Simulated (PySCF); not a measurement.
# Two-component Hartree-Fock for Sn²⁺ (tin, charge +2)

Start: [Kr] 4d9 5s2 5p1; 4d3/2 filled at m_j = -3/2, -1/2, +1/2, +3/2; 4d5/2 filled at m_j = -3/2, -1/2, +1/2, +3/2, +5/2; 5p3/2 filled at m_j = +3/2. Calculated with PySCF 2.14 in x2c-TZVPall-2c with one added diffuse shell each of s, p, d, f type (9s10p6d3f, 90 functions): generalised Hartree-Fock with the X2C-1e Hamiltonian and a Gaussian nucleus; one run each with spin-orbit coupling (SO) switched off, then screened by Boettger's factors. This is a chosen level, not necessarily the ground level.

```tsv
spinor shell	electrons	ε, spin-free (eV)	ε, screened SO (eV)	weight of nominal j (screened SO)	rms radius, screened SO (bohr)
1s1/2	2	-29373.8	-29371.1	1.000	0.0333
2s1/2	2	-4550.4	-4549.6	1.000	0.136
2p1/2	2	-4080.5	-4240.7	1.000	0.118
2p3/2	4	-4080.5	-4007.5	1.000	0.123
3s1/2	2	-939.46	-939.30	1.000	0.361
3p1/2	2	-782.11	-812.34	1.000	0.354
3p3/2	4	-782.11	-768.31	1.000	0.366
3d3/2	4	-540.55	-546.02	0.999	0.339
3d5/2	6	-540.55	-536.79	1.000	0.342
4s1/2	2	-185.13	-185.15	1.000	0.868
4p1/2	2	-134.54	-140.97	0.991	0.923
4d3/2	4	-59.897	-60.870	0.921	1.13
4d5/2	5	-59.897	-59.290	0.937	1.15
5s1/2	2	-32.073	-32.105	0.999	2.32
5p3/2	1	-24.168	-23.915	1.000	2.75
```

(1) Where does 4p3/2 lie, and what is the 4p spin-orbit splitting (screened SO)?

| quantity | spin-free | screened SO |
| --- | --- | --- |
| E (hartree) | -6171.32017 | -6172.78851 |
| M_J | 4 | 4 |
| ⟨J²⟩ | 20.015 | 20.015 |
| ⟨L²⟩ | 12.013 | 12.029 |
| ⟨S²⟩ | 2.003 | 2.020 |

Each row is a mean over spinors that exchange with the open shell spreads, by up to 7.179 eV (4p3/2).

Breit and QED terms are absent; they matter most for the inner s and p1/2 levels.

Densities and radii are taken from the X2C orbitals without a picture-change correction, which distorts them close to the nucleus.

Without spin-orbit coupling the j labels of p, d and f shells carry no meaning; the spin-free column gives the mean over the occupied spinors of each nl shell.

## Answers

(1) At -131.65 eV, 9.321 eV above 4p1/2.
